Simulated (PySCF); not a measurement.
State search for CdPb

Unrestricted PBE0; Cd def2-SVP with ECP28, Pb def2-SVP with ECP60; scalar-relativistic core potentials (PySCF 2.14). Outer shells of the fragments: Cd 4d10 5s2; Pb 5d10 6s2 6p2.

Followed along the bond (rough minima from three points):

| 2Ms+1 | unpaired | ⟨S²⟩ at the start | R at minimum (Å) | Te (eV) |
| --- | --- | --- | --- | --- |
| 3 | π ↑↑ | 2.01 | 2.91 | 0.00 |
| 1 | π ↑↓ | 1.00 | 2.90 | 0.26 |
| 3 | σ ↑, π ↑ | 2.01 | 3.34 | 0.40 |
| 1 | σ ↓, π ↑ | 1.01 | 3.21 | 0.63 |
| 1 | none | 0.00 | 2.87 | 0.93 |

Solutions found at the starting distance of 2.795 Å, counted from the lowest of them; the search is not exhaustive and high or unbound solutions are not listed, so other states can lie among these:

```
2Ms+1    unpaired   term  E (eV)  ⟨S²⟩  ⟨Lz²⟩  μ (D)
    3        π ↑↑    ³Σ⁻    0.00  2.01   0.00  -1.83
    1        π ↑↓  mixed    0.27  1.00   2.01  -1.69
    3    σ ↑, π ↑     ³Π    0.63  2.01   1.00   1.13
    1    σ ↓, π ↑  mixed    0.79  1.01   1.00   1.05
    1        none  mixed    0.93  0.00   2.00  -1.29
    3  σ ↑↑, π ↑↓  mixed    2.95  3.01   2.01  -1.73
    3        π ↑↑  mixed    2.99  2.01   2.00   3.53
    1  σ ↓↓, π ↑↑  mixed    3.07  2.01   0.00  -2.17
    3    σ ↑, π ↑     ³Π    3.63  2.05   1.05  -2.87
    1    σ ↓, π ↑  mixed    3.75  1.17   1.00  -2.82
```

A term symbol is given only where ⟨S²⟩ and ⟨Lz²⟩ are close to those of a pure state; real π, δ and φ orbitals otherwise mix terms. A positive dipole means Cd(−)Pb(+).

Spin–orbit coupling is left out, which matters for elements this heavy, above all for dissociation energies. Counting both spins, an empty level lies below a filled one in some of these solutions, because spin and occupation are held.
